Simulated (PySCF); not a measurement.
CBr2, SMILES Br[C]Br (connectivity only; charge and spin as stated), neutral, multiplicity 1.

Geometry: B3LYP-D3(BJ)/def2-TZVP.

Computed with PySCF with ωB97X/def2-TZVPD.

Isolated molecule, no solvent.

Question: Estimate the frontier levels, gap, dipole moment and polarisability. (Estimate from the structure and the level; the computed values follow.)

Answer: 
| Quantity | Value |
|---|---|
| highest occupied level | -9.74 eV |
| lowest empty level | -1.43 eV |
| orbital gap | 8.31 eV |
| dipole moment | 1.10 D |
| quadrupole, principal values (traceless, Buckingham form, about the centre of nuclear charge) | -4.54, 0.62, 3.92 D·Å |
| mean static polarisability | 59.9 bohr³ (8.88 Å³) |
| polarisability, principal values | 42.1, 51.1, 86.5 bohr³ |
